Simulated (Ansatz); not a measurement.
A run on CH₇OSbSi (`C[O][SbH][SiH3]`) with other settings.

```yaml
crystal:
  periodic: [false, false, false]
  atoms:
    - {symbol: C, position_ang: [0.765106, 2.061067, -0.589515]}
    - {symbol: O, position_ang: [0.683821, 0.787724, -0.001985]}
    - {symbol: Sb, position_ang: [-1.081406, 0.233774, 0.706009]}
    - {symbol: Si, position_ang: [-0.326145, -2.232630, 0.737344]}
    - {symbol: H, position_ang: [0.213062, 2.113568, -1.538351]}
    - {symbol: H, position_ang: [0.388545, 2.857743, 0.068088]}
    - {symbol: H, position_ang: [1.818410, 2.268204, -0.798577]}
    - {symbol: H, position_ang: [-1.818363, -0.013112, -0.834256]}
    - {symbol: H, position_ang: [0.342773, -2.593172, -0.537677]}
    - {symbol: H, position_ang: [0.606539, -2.450316, 1.873429]}
    - {symbol: H, position_ang: [-1.527042, -3.089852, 0.936092]}
basis:
  gaussian: {orbitals: x2c-TZVPPall, fitting: {mean_field: cc-pVTZ-jkfit}}
hamiltonian: {xc: {name: revPBE}}
output: {forces: true}
```

```sh
$ ansatz run in.yaml --threads 4 --pin off --events-out ev --progress --plain --max-ram 10444MiB
```

Shortened log:

```
Functional definition: revPBE
Error: <dir> the basis set cc-pVTZ-JKFIT has no functions for Sb
```
